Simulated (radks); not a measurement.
The numbers below are computed, except where a source is named.
Problem. Radial electron density D(r) = 4 pi r^2 rho(r) of an atom or ion with 50 electrons. Code: a radial shooting solver on a logarithmic mesh with Libxc functionals. Model: Dirac Kohn-Sham, PBEsol, spin-unpolarised, spherical densities, finite nucleus; Fermi nuclear charge, rms radius of each element as measured or else 0.836 A^(1/3) + 0.57 fm.

r (bohr),D(r) (e/bohr)
0.002789,10.13
0.00378,16.04
0.005164,24.74
0.006998,35.91
0.009485,48.77
0.01285,60.71
0.01742,67.71
0.02361,66.86
0.032,60.99
0.04337,60.31
0.05877,72.34
0.07965,85.90
0.108,79.95
0.1475,62.70
0.1999,66.02
0.2709,70.95
0.3671,44.94
0.4975,23.45
0.6743,26.26
0.9139,21.77
1.239,10.07
1.679,4.403
2.275,2.293
3.108,0.7518
4.212,0.1134
5.708,0.006169

What is the nuclear charge?

Solution. Z = 52. The innermost maximum, from 1s, lies near gamma/Z bohr with gamma = sqrt(1 - (Z/c)^2) = 0.925, here 0.0178 bohr (found: 0.0196), and its height grows with Z. The density is that of the tellurium ion Te2+ in [Kr] 4d10 5s2 5p2; the configuration itself is not fixed sharply by these data, and Z only to a few units. D(r) has 4 maxima, at r = 0.0196, 0.0863, 0.250, 0.725 bohr, and minima at 0.0385, 0.164, 0.530 bohr, inside which lie 2.04, 11.19, 29.01 electrons.
